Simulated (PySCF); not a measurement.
One molecule, one basis, several functionals.

Species: trifluorosilane, F₃HSi.
Cartesian coordinates in Å at the PBE0-D3(BJ)/def2-SVP level; atoms count from 1:
```xyz
5
F3HSi angstrom
F     -0.797    1.304   -0.411
Si     0.010    0.001    0.042
F     -0.817   -1.282   -0.433
F      1.412   -0.003   -0.727
H      0.208   -0.014    1.495
```

PySCF, def2-SVPD basis, density fitting, gas phase, PBE0-D3(BJ)/def2-SVP geometry; singlet excitations by full TDDFT with frozen cores, triplets by Tamm–Dancoff TDDFT and ionisation energies by ΔSCF, from the lowest of the holes tried. One functional is left out:

| functional | exact exchange (%) | HOMO energy (eV) | LUMO energy (eV) | lowest singlet excitation (eV) | lowest triplet excitation (eV) | dipole moment (D) | mean polarisability (au) | vertical ionisation energy (eV) |
| --- | --- | --- | --- | --- | --- | --- | --- | --- |
| LDA | 0 | -9.87 | -0.47 | 9.80 | 9.07 | 1.572 | 26.3 | 13.76 |
| PBE | 0 | -9.77 | -0.36 | 9.77 | 9.05 | 1.503 | 26.2 | 13.60 |
| PBE0 | 25 | -11.44 | 0.49 | 10.60 | 9.53 | 1.613 | 24.4 | 14.23 |
| BHandHLYP | 50 | -13.08 | 0.97 | 11.15 | 10.00 | 1.722 | 23.0 | 14.72 |

Task: Predict the row of B3LYP (20 % exact exchange) by straight lines through the other rows, and check it.

Result: 
| property | line | computed | computed − line | PBE0 (25 %), for comparison |
| --- | --- | --- | --- | --- |
| HOMO energy (eV) | -11.12 | -11.22 | -0.10 | -11.44 |
| LUMO energy (eV) | 0.19 | 0.14 | -0.05 | 0.49 |
| lowest singlet excitation (eV) | 10.36 | 10.47 | +0.11 | 10.60 |
| lowest triplet excitation (eV) | 9.44 | 9.57 | +0.13 | 9.53 |
| dipole moment (D) | 1.607 | 1.614 | +0.007 | 1.613 |
| mean polarisability (au) | 24.9 | 24.7 | -0.2 | 24.4 |
| vertical ionisation energy (eV) | 14.10 | 14.23 | +0.13 | 14.23 |
